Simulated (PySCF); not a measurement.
Geometry:
| atom | x (Å) | y (Å) | z (Å) |
| --- | --- | --- | --- |
| F1 | 3.480 | -1.740 | -1.109 |
| C2 | 2.543 | -1.261 | -0.331 |
| F3 | 2.792 | -1.488 | 0.940 |
| C4 | 1.461 | -0.608 | -0.756 |
| F5 | 1.310 | -0.437 | -2.077 |
| C6 | 0.387 | -0.031 | 0.091 |
| Si7 | 0.352 | 1.873 | -0.129 |
| C8 | -0.968 | -0.707 | -0.189 |
| Si9 | -2.445 | -0.141 | 0.848 |
| H10 | 0.676 | -0.193 | 1.143 |
| H11 | -0.387 | 2.485 | 1.016 |
| H12 | 1.756 | 2.379 | -0.135 |
| H13 | -0.331 | 2.244 | -1.403 |
| H14 | -1.234 | -0.580 | -1.252 |
| H15 | -0.868 | -1.796 | -0.034 |
| H16 | -2.107 | -0.202 | 2.304 |
| H17 | -2.842 | 1.261 | 0.512 |
| H18 | -3.602 | -1.044 | 0.574 |

Geometry: PBE0-D3(BJ)/def2-SVP; GIAO shifts from PySCF, gas phase, non-relativistic, averaged over equivalent atoms.

At B97-2/pcSseg-1 (212 basis functions, 60 s wall time on 1 thread of an Arm Neoverse N1, shared host):
```tsv
atoms	δ (ppm)
F1	-109.5
F3	-124.4
F5	-190.5
C2	157.2
C4	137.0
C6	19.8
C8	10.8
Si7	-55.5
Si9	-63.7
H11/H12/H13	3.99
H16/H17/H18	3.89
H10	1.86
H14	1.34
H15	1.00
```

Scale: 19F (178.12 ppm) vs CFCl3; 13C (183.69 ppm) and 29Si (357.41 ppm) and 1H (31.38 ppm) against TMS (reference shieldings calculated alike).

Question: Predict the values at PBE0/pcSseg-1 on the same geometry.

Answer: 
```
      atoms  δ at PBE0/pcSseg-1  change
         F1              -109.9    -0.4
         F3              -124.3    +0.1
         F5              -192.5    -2.0
         C2               159.6    +2.4
         C4               139.2    +2.2
         C6                19.7    -0.1
         C8                10.4    -0.4
        Si7               -57.5    -2.0
        Si9               -66.0    -2.3
H11/H12/H13                4.08   +0.09
H16/H17/H18                3.97   +0.08
        H10                1.87   +0.01
        H14                1.34   +0.00
        H15                1.00   +0.00
```

Shifts are taken against calculated references (same method and geometry level): CFCl3 for 19F (σref 177.25); 13C (σref 184.41) and 29Si (σref 351.99) and 1H (σref 31.27) vs TMS.

The largest change is at C2 (fully substituted alkene carbon). Cost: 212 basis functions, 66 s wall time on 1 thread of an Arm Neoverse N1, shared host. The order of the carbon signals is the same at both levels.

Unscaled 19F shifts against computed CFCl3 carry errors that often reach 10 to 50 ppm.
